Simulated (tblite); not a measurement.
Species: C₄H₉B₂F₃S.
SMILES with atom numbers: `[BH2:1][C@H:2]([CH3:3])[CH2:4][BH:5][S:6][C:7]([F:8])([F:9])[F:10]` (hydrogens: H11, H12 on B1; H13 on C2; H14, H15, H16 on C3; H17, H18 on C4; H19 on B5)

Computed with GFN2-xTB (tblite), gas phase: L-BFGS steps from a force-field or distance-geometry start until the largest atomic force falls under 0.01 eV/Å.

Step 38: E = -899.6818 eV
```
atom  x, y, z in Å  |  force x, y, z in eV/Å
B1     -1.8160   -0.3122   -1.1324    0.017   0.024  -0.047
C2     -1.4018   -0.6580    0.3476    0.055   0.004  -0.015
C3     -2.1222    0.1553    1.4249    0.030  -0.030   0.033
C4      0.1350   -0.3864    0.3628    0.028  -0.022  -0.011
B5      0.5847    1.1024    0.1392   -0.108   0.021   0.080
S6      2.2269    1.6318   -0.2787   -0.009   0.082  -0.051
C7      3.2150    0.1074   -0.4980    0.044  -0.104   0.006
F8      3.3313   -0.5900    0.6367   -0.029   0.009  -0.014
F9      2.6942   -0.7216   -1.4074   -0.007   0.001  -0.030
F10     4.4418    0.4103   -0.9075   -0.005   0.010   0.044
H11    -2.1209    0.7876   -1.3774   -0.055   0.011  -0.063
H12    -1.7299   -1.0936   -1.9971    0.004  -0.034   0.061
H13    -1.5223   -1.7172    0.6007    0.011   0.018  -0.044
H14    -2.1881    1.2022    1.1329   -0.067  -0.115   0.115
H15    -1.5945    0.0923    2.3773   -0.046   0.003  -0.024
H16    -3.1278   -0.2422    1.5660    0.068   0.138  -0.024
H17     0.5126   -0.7177    1.3401   -0.002   0.037  -0.019
H18     0.5927   -1.0620   -0.3641    0.017  -0.042   0.014
H19    -0.1203    2.0210    0.2930    0.053  -0.010  -0.009
```

Step 39: E = -899.6858 eV
```
atom  x, y, z in Å  |  force x, y, z in eV/Å
B1     -1.8101   -0.3146   -1.1312    0.006   0.012  -0.045
C2     -1.3963   -0.6590    0.3504   -0.067   0.031  -0.017
C3     -2.1193    0.1513    1.4287   -0.011   0.013   0.064
C4      0.1378   -0.3818    0.3638   -0.016  -0.042  -0.006
B5      0.5827    1.1068    0.1326   -0.066   0.028   0.067
S6      2.2305    1.6345   -0.2742   -0.045   0.104  -0.051
C7      3.2118    0.1082   -0.4988    0.027  -0.118  -0.005
F8      3.3104   -0.6026    0.6285   -0.014  -0.004   0.002
F9      2.6920   -0.7058   -1.4228   -0.010  -0.011  -0.033
F10     4.4444    0.4039   -0.8949    0.002   0.021   0.052
H11    -2.1241    0.7829   -1.3799   -0.044  -0.018  -0.051
H12    -1.7153   -1.0998   -1.9930    0.001  -0.009   0.070
H13    -1.5209   -1.7181    0.6059    0.047   0.036  -0.066
H14    -2.1713    1.2029    1.1537   -0.030  -0.088   0.073
H15    -1.6052    0.0713    2.3872   -0.036  -0.010  -0.027
H16    -3.1356   -0.2247    1.5562    0.101   0.080  -0.039
H17     0.5110   -0.7131    1.3413    0.046   0.044   0.008
H18     0.5935   -1.0589   -0.3618    0.050  -0.051   0.001
H19    -0.1257    2.0259    0.2668    0.059  -0.018   0.005
```

Step 40: E = -899.6888 eV
```
atom  x, y, z in Å  |  force x, y, z in eV/Å
B1     -1.8066   -0.3173   -1.1295    0.001   0.016  -0.028
C2     -1.3918   -0.6602    0.3529   -0.122   0.045  -0.014
C3     -2.1165    0.1481    1.4317   -0.030   0.036   0.063
C4      0.1410   -0.3786    0.3649   -0.039  -0.039  -0.004
B5      0.5810    1.1108    0.1291   -0.006   0.015   0.031
S6      2.2319    1.6400   -0.2742   -0.056   0.054  -0.046
C7      3.2082    0.1076   -0.5001    0.002  -0.076  -0.012
F8      3.2874   -0.6136    0.6216   -0.002  -0.007   0.000
F9      2.6903   -0.6921   -1.4378   -0.003  -0.015  -0.025
F10     4.4470    0.3970   -0.8810   -0.012   0.018   0.063
H11    -2.1308    0.7781   -1.3781   -0.037  -0.040  -0.051
H12    -1.7023   -1.1039   -1.9891   -0.002   0.003   0.065
H13    -1.5166   -1.7190    0.6104    0.061   0.037  -0.079
H14    -2.1534    1.2024    1.1701    0.001  -0.036   0.043
H15    -1.6169    0.0519    2.3957   -0.020  -0.022  -0.017
H16    -3.1417   -0.2065    1.5434    0.098   0.018  -0.038
H17     0.5124   -0.7079    1.3428    0.071   0.043   0.022
H18     0.5970   -1.0564   -0.3598    0.060  -0.048   0.003
H19    -0.1295    2.0291    0.2458    0.039  -0.001   0.025
```

Step 41: E = -899.6915 eV
```
atom  x, y, z in Å  |  force x, y, z in eV/Å
B1     -1.8043   -0.3203   -1.1275   -0.005   0.023  -0.001
C2     -1.3882   -0.6610    0.3550   -0.107   0.049  -0.008
C3     -2.1139    0.1456    1.4342   -0.023   0.042   0.042
C4      0.1447   -0.3762    0.3665   -0.043  -0.023  -0.002
B5      0.5809    1.1146    0.1274    0.034  -0.006  -0.010
S6      2.2319    1.6471   -0.2784   -0.046  -0.025  -0.040
C7      3.2037    0.1065   -0.5021   -0.029  -0.010  -0.012
F8      3.2606   -0.6228    0.6152    0.008  -0.009  -0.010
F9      2.6891   -0.6791   -1.4535    0.011  -0.018  -0.013
F10     4.4497    0.3889   -0.8646   -0.029   0.011   0.068
H11    -2.1414    0.7718   -1.3738   -0.034  -0.047  -0.059
H12    -1.6906   -1.1069   -1.9850   -0.003   0.003   0.048
H13    -1.5096   -1.7196    0.6137    0.054   0.027  -0.083
H14    -2.1334    1.2015    1.1845    0.027   0.030   0.021
H15    -1.6302    0.0323    2.4035   -0.003  -0.032   0.002
H16    -3.1465   -0.1875    1.5277    0.057  -0.042  -0.027
H17     0.5159   -0.7031    1.3452    0.073   0.043   0.021
H18     0.6033   -1.0540   -0.3575    0.046  -0.036   0.017
H19    -0.1314    2.0315    0.2281    0.011   0.020   0.047
```

Task: Estimate the geometry and energy of step 42. (The exact step hangs on the optimiser's Hessian estimate; all steps are aligned on step 41, rigid shifts and turns removed.)

Result: E = -899.6935 eV, largest force 0.089 eV/Å
```
atom  x, y, z in Å  |  force x, y, z in eV/Å
B1     -1.8025   -0.3225   -1.1251   -0.017   0.024   0.018
C2     -1.3861   -0.6613    0.3570   -0.042   0.043   0.001
C3     -2.1120    0.1442    1.4362   -0.011   0.040   0.018
C4      0.1476   -0.3745    0.3680   -0.026  -0.001   0.000
B5      0.5814    1.1176    0.1254    0.041  -0.027  -0.034
S6      2.2311    1.6524   -0.2839   -0.027  -0.077  -0.036
C7      3.1987    0.1055   -0.5041   -0.047   0.035  -0.008
F8      3.2363   -0.6300    0.6098    0.010  -0.012  -0.023
F9      2.6884   -0.6685   -1.4675    0.030  -0.018   0.006
F10     4.4512    0.3818   -0.8485   -0.042   0.004   0.061
H11    -2.1527    0.7654   -1.3690   -0.035  -0.035  -0.070
H12    -1.6811   -1.1085   -1.9809    0.001  -0.005   0.027
H13    -1.5017   -1.7201    0.6154    0.032   0.017  -0.077
H14    -2.1144    1.2015    1.1957    0.041   0.067   0.018
H15    -1.6424    0.0151    2.4098    0.006  -0.034   0.012
H16    -3.1500   -0.1716    1.5124    0.021  -0.076  -0.013
H17     0.5211   -0.6983    1.3474    0.056   0.045   0.008
H18     0.6101   -1.0522   -0.3549    0.019  -0.024   0.033
H19    -0.1326    2.0334    0.2154   -0.007   0.033   0.060
```

The energy changes by -0.0021 eV. The first-order estimate −F·Δx gives -0.0028 eV and the mean of the old and new forces, exact on a quadratic surface, -0.0021 eV. The step makes an angle of 80° with the force vector and moves no atom by more than 0.026 Å.

The cost below is that of the whole relaxation. Hardware: an Arm Neoverse V1 with one thread, shared host. Cost: 1.7 s wall.
